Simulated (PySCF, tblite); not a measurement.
Isomers of C2H10OS2Si2, one GFN2-xTB conformer each. Single-point energies are computed at PBE0/pcSseg-1 (PySCF, gas phase, no added dispersion term), electronic only.

Question: Rank them by PBE0/pcSseg-1 energy, lowest first (kcal/mol).
A. `[OH:1][SiH2:2][SiH2:3][S:4][CH2:5][CH2:6][SH:7]` with H–O1–Si2–Si3 180°, O1–Si2–Si3–S4 175°, Si2–Si3–S4–C5 -63°, Si3–S4–C5–C6 -162°, S4–C5–C6–S7 70°
B. `[CH3:1][S:2][SiH2:3][O:4][CH2:5][S:6][SiH3:7]` with C1–S2–Si3–O4 178°, S2–Si3–O4–C5 177°, Si3–O4–C5–S6 -66°, O4–C5–S6–Si7 -55°
C. `[CH3:1][SiH2:2][CH2:3][S:4][Si@@H:5]([OH:6])[SH:7]` with C1–Si2–C3–S4 64°, Si2–C3–S4–Si5 -175°, C3–S4–Si5–O6 53°, S4–Si5–O6–H 82°, S4–Si5–S7–H 28°

Answer: C (0.0), B (35.3), A (40.1).

As drawn, the lowest has an Si–C bond, which the highest lacks; the highest has an Si–Si bond, which the lowest lacks. GFN2-xTB itself gives, in the same order: 13.3, 0.0, 27.0. GFN2-xTB puts CS[SiH2]OCS[SiH3] lowest instead; measured from each level's own lowest isomer, the values differ by up to 35.3 kcal/mol (CS[SiH2]OCS[SiH3]: 0.0 against 35.3).

Which frontier levels, dipoles and rotational constants go with these structures?

```tsv
SMILES	HOMO (eV, PBE0/pcSseg-1)	LUMO (eV)	dipole (D)	A, B, C (MHz)
C[SiH2]CS[Si@@H](O)S	-7.12	0.06	1.73	2804, 486.9, 464.0
CS[SiH2]OCS[SiH3]	-6.83	-0.19	0.95	2437, 567.2, 516.3
O[SiH2][SiH2]SCCS	-6.76	-0.91	3.96	3090, 431.3, 415.3
```

What happens when harmonic zero-point energies from GFN2-xTB frequencies are added?

```json
{"SMILES": "C[SiH2]CS[Si@@H](O)S", "ZPE (kcal/mol)": "70.8", "electronic (kcal/mol)": "0.0", "with ZPE (kcal/mol)": "0.0"}
{"SMILES": "CS[SiH2]OCS[SiH3]", "ZPE (kcal/mol)": "71.1", "electronic (kcal/mol)": "35.3", "with ZPE (kcal/mol)": "35.6"}
{"SMILES": "O[SiH2][SiH2]SCCS", "ZPE (kcal/mol)": "70.1", "electronic (kcal/mol)": "40.1", "with ZPE (kcal/mol)": "39.4"}
```

The zero-point energies span 1.0 kcal/mol. The order is unchanged.
